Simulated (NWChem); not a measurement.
All runs are NWChem calculations. System: H2BN, charge 0, spin multiplicity 1, displaced from the optimised geometry.

Job file:

```
start mol
memory heap 200 mb stack 900 mb global 1100 mb
geometry units angstroms nocenter noautoz noautosym
  B      0.000000     0.000000    -0.701057
  N      0.000000     0.000000     0.548845
  H      0.000000     0.000000    -1.891011
  H      0.000000     0.000000     3.062681
end
basis spherical
  * library cc-pvdz
end
dft
  xc b3lyp
  semidirect memsize 60000000 filesize 0
  iterations 100
end
task dft energy
```

The output up to the point where the run's verdict is printed (cleaned and shortened):

```
             Northwest Computational Chemistry Package (NWChem) 7.3.0
             --------------------------------------------------------

                                NWChem Input Module
                                -------------------

 Scaling coordinates for geometry "geometry" by  1.889725989
 (inverse scale =  0.529177249)

                             Geometry "geometry" -> ""
                             -------------------------

 Output coordinates in angstroms (scale by  1.889725989 to convert to a.u.)

  No.       Tag          Charge          X              Y              Z
 ---- ---------------- ---------- -------------- -------------- --------------
    1 B                    5.0000     0.00000000     0.00000000    -0.70105700
    2 N                    7.0000     0.00000000     0.00000000     0.54884500
    3 H                    1.0000     0.00000000     0.00000000    -1.89101100
    4 H                    1.0000     0.00000000     0.00000000     3.06268100

 Effective nuclear repulsion energy (a.u.)      20.8432257544

            Nuclear Dipole moment (a.u.)
            ----------------------------
        X                 Y               Z
 ---------------- ---------------- ----------------
     0.0000000000     0.0000000000     2.8502737086


 Summary of "ao basis" -> "" (spherical)
 ------------------------------------------------------------------------------
       Tag                 Description            Shells   Functions and Types
 ---------------- ------------------------------  ------  ---------------------
 *                          cc-pvdz                   on all atoms

                                 NWChem DFT Module
                                 -----------------

 Summary of "ao basis" -> "ao basis" (spherical)
 ------------------------------------------------------------------------------
       Tag                 Description            Shells   Functions and Types
 ---------------- ------------------------------  ------  ---------------------
 B                          cc-pvdz                  6       14   3s2p1d
[...]
 d= 0,ls=0.5,diis    52    -80.5484404526 -3.59D-06  2.65D-04  1.04D-05     5.3
 d= 0,ls=0.5,diis    53    -80.5484374273  3.03D-06  2.43D-04  1.15D-04     5.4
 d= 0,ls=0.5,diis    54    -80.5484348512  2.58D-06  1.60D-04  1.94D-04     5.5
 d= 0,ls=0.5,diis    55    -80.5484475718 -1.27D-05  9.69D-05  1.33D-04     5.6
 d= 0,ls=0.5,diis    56    -80.5484627218 -1.52D-05  1.29D-04  5.35D-05     5.7
 d= 0,ls=0.5,diis    57    -80.5484694468 -6.73D-06  1.22D-04  2.69D-05     5.8
 d= 0,ls=0.5,diis    58    -80.5484745490 -5.10D-06  1.58D-04  1.97D-05     5.9
 d= 0,ls=0.5,diis    59    -80.5484757127 -1.16D-06  2.31D-04  5.78D-05     6.0
 d= 0,ls=0.5,diis    60    -80.5484698513  5.86D-06  2.43D-04  1.58D-04     6.0
 d= 0,ls=0.5,diis    61    -80.5484647599  5.09D-06  2.32D-04  2.42D-04     6.1
 d= 0,ls=0.5,diis    62    -80.5484640845  6.75D-07  1.21D-04  2.83D-04     6.2
 d= 0,ls=0.5,diis    63    -80.5484944156 -3.03D-05  2.14D-04  8.06D-05     6.3
 d= 0,ls=0.5,diis    64    -80.5484868657  7.55D-06  1.51D-04  1.91D-04     6.4
 d= 0,ls=0.5,diis    65    -80.5485114156 -2.45D-05  5.46D-05  3.94D-05     6.5
 d= 0,ls=0.5,diis    66    -80.5485172943 -5.88D-06  3.00D-04  2.35D-05     6.6
 d= 0,ls=0.5,diis    67    -80.5485016975  1.56D-05  3.00D-04  1.96D-04     6.7
 d= 0,ls=0.5,diis    68    -80.5484801392  2.16D-05  2.34D-04  3.78D-04     6.8
 d= 0,ls=0.5,diis    69    -80.5484797815  3.58D-07  1.43D-04  3.76D-04     6.9
 d= 0,ls=0.5,diis    70    -80.5484998583 -2.01D-05  1.77D-04  2.37D-04     7.0
 d= 0,ls=0.5,diis    71    -80.5485329045 -3.30D-05  1.46D-04  6.38D-05     7.1
 d= 0,ls=0.5,diis    72    -80.5485303379  2.57D-06  1.20D-04  1.06D-04     7.2
 d= 0,ls=0.5,diis    73    -80.5485299047  4.33D-07  1.13D-04  1.24D-04     7.3
 d= 0,ls=0.5,diis    74    -80.5485327320 -2.83D-06  9.55D-05  1.26D-04     7.3
 d= 0,ls=0.5,diis    75    -80.5485379965 -5.26D-06  7.38D-05  1.09D-04     7.4
 d= 0,ls=0.5,diis    76    -80.5485429249 -4.93D-06  1.42D-04  8.76D-05     7.5
 d= 0,ls=0.5,diis    77    -80.5485367714  6.15D-06  9.84D-05  1.44D-04     7.6
 d= 0,ls=0.5,diis    78    -80.5485393670 -2.60D-06  9.88D-05  1.31D-04     7.7
 d= 0,ls=0.5,diis    79    -80.5485402348 -8.68D-07  1.08D-04  1.33D-04     7.8
 d= 0,ls=0.5,diis    80    -80.5485399375  2.97D-07  1.00D-04  1.46D-04     7.9
 d= 0,ls=0.5,diis    81    -80.5485417419 -1.80D-06  1.70D-04  1.44D-04     8.0
 d= 0,ls=0.5,diis    82    -80.5485635364 -2.18D-05  1.01D-04  4.81D-05     8.1
 d= 0,ls=0.5,diis    83    -80.5485636366 -1.00D-07  6.42D-05  5.22D-05     8.2
 d= 0,ls=0.5,diis    84    -80.5485646818 -1.05D-06  3.55D-05  5.12D-05     8.3
 d= 0,ls=0.5,diis    85    -80.5485692033 -4.52D-06  7.19D-05  2.86D-05     8.4
 d= 0,ls=0.5,diis    86    -80.5485678101  1.39D-06  6.39D-05  4.36D-05     8.5
 d= 0,ls=0.5,diis    87    -80.5485672835  5.27D-07  6.66D-05  4.95D-05     8.6
 d= 0,ls=0.5,diis    88    -80.5485664145  8.69D-07  6.89D-05  5.66D-05     8.7
 d= 0,ls=0.5,diis    89    -80.5485654482  9.66D-07  6.43D-05  6.39D-05     8.8
 d= 0,ls=0.5,diis    90    -80.5485652677  1.81D-07  3.73D-05  6.60D-05     8.9
 d= 0,ls=0.5,diis    91    -80.5485697492 -4.48D-06  7.30D-05  4.18D-05     9.0
 d= 0,ls=0.5,diis    92    -80.5485756737 -5.92D-06  3.88D-05  2.01D-05     9.0
 d= 0,ls=0.5,diis    93    -80.5485761768 -5.03D-07  2.81D-05  1.97D-05     9.1
 d= 0,ls=0.5,diis    94    -80.5485767100 -5.33D-07  3.01D-05  1.89D-05     9.2
 d= 0,ls=0.5,diis    95    -80.5485772838 -5.74D-07  4.33D-05  1.74D-05     9.3
 d= 0,ls=0.5,diis    96    -80.5485768374  4.46D-07  3.23D-05  2.19D-05     9.4
 d= 0,ls=0.5,diis    97    -80.5485771898 -3.52D-07  3.12D-05  2.05D-05     9.5
 d= 0,ls=0.5,diis    98    -80.5485773955 -2.06D-07  2.19D-05  2.02D-05     9.6
 d= 0,ls=0.5,diis    99    -80.5485782467 -8.51D-07  2.69D-05  1.63D-05     9.7
 d= 0,ls=0.5,diis   100    -80.5485783751 -1.28D-07  2.72D-05  1.70D-05     9.8
```

The run did not converge; its last values are not results. The next line reads: Calculation failed to converge. NWChem stopped with the message: dft energy failed.
